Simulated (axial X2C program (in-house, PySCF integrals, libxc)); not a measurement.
Ionising AsH

Calculated with an in-house relativistic program for diatomic molecules, spin-free (one-electron X2C) or two-component (2c: spin–orbit coupling with atomic mean-field Coulomb and Gaunt terms, which also bring small scalar terms), in Dyall basis sets with cores contracted in-house; open shells are unrestricted.

Basis sets: As dyall-cv3z, H dyall-v3z. Frozen shells (counts by l): AsH As 3s2p1d, H none, 6 electrons correlated; AsH⁺ As 3s2p1d, H none, 5 electrons correlated. Where the outer core of a metal is frozen, bonds come out longer and ionisation energies lower.

```
Hamiltonian  level       AsH state  Re (Å)  ωe (cm⁻¹)  De (eV)
  spin-free     HF  M_S = 1, Λ = 0   1.514     2270.5     1.88
  spin-free   PBE0  M_S = 1, Λ = 0   1.528     2160.3     2.87
  spin-free    MP2  M_S = 1, Λ = 0   1.521     2216.0     2.57
         2c     HF           Ω = 1   1.514     2268.6     1.87
         2c   PBE0           Ω = 1   1.529     2158.3     2.86
         2c    MP2           Ω = 1   1.521     2214.2     2.57
```

Adiabatic ionisation energy (minimum to minimum, no zero-point term) and constants of AsH⁺:

```
Hamiltonian  level        AsH⁺ state  IE (eV)  Re (Å)  ωe (cm⁻¹)  De (eV)  fragments
  spin-free     HF  M_S = 1/2, Λ = 1     9.27   1.512     2330.6     2.02    As+ + H
  spin-free   PBE0  M_S = 1/2, Λ = 1     9.77   1.532     2186.5     3.04    As+ + H
  spin-free    MP2  M_S = 1/2, Λ = 1     9.61   1.520     2265.3     2.85    As+ + H
         2c     HF           Ω = 1/2     9.16   1.512     2327.7      n/a    As+ + H
         2c   PBE0           Ω = 1/2     9.66   1.533     2183.6      n/a    As+ + H
         2c    MP2           Ω = 1/2     9.51   1.521     2262.9      n/a    As+ + H
```

Task: Add the zero-point terms to the ionisation energy at MP2, 2c, and say whether the electron removed was bonding.

Result: IE0 = IE + (ωe⁺ − ωe)/2 = 9.51 + (0.003) = 9.51 eV. Re changes by 0.000 Å, but the two determinants differ by more than one electron in one block, so no single orbital tells the change.

Each entry is the lowest single determinant of a limited PBE0 search at one distance. De goes to single-determinant-based atoms at the same level (for ions the charge split of lowest energy) and is withheld (n/a) where an atom does not fit its ground term or J level. Main or longest-lived isotopes. One determinant is a doubtful description, or other states lie close, for AsH; these need not be ground states, and all values refer to the states named. Some open-shell Ω = 0 determinants are out of reach, so the Ω given for AsH need not be the lowest component. With several unpaired electrons the Ω given is that of one determinant, not necessarily of the lowest component. The functionals have no current term, which raises determinants with orbital currents.
